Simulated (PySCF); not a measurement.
Calculation: B3LYP-D3(BJ)/def2-TZVP in PySCF. Gas-phase values, no solvent. One relaxed conformer stands for a flexible species; it need not be the lowest. B3LYP has the VWN-RPA correlation part, as in Gaussian. Excitations are Tamm–Dancoff values on a coarser integration grid. The basis has no diffuse functions, so Rydberg states are missing or too high.

Reference species (SMILES): `[CH3][In]([CH3])[CH3]` (neutral, multiplicity 1).

The HOMO comes out as -6.75 eV and the S1 excitation (TDA) comes out as 4.50 eV.

Changed species: `[OH][In]([OH])[OH]` (3 of 3 CH3 replaced by OH; the reference has 0 of 3 CH3 replaced by OH).

### Question
What does the change do to the HOMO and S1 excitation (TDA)?

### Answer
the HOMO falls by 1.65 eV, to -8.40 eV; the S1 excitation (TDA) goes up by 0.25 eV, to 4.75 eV.
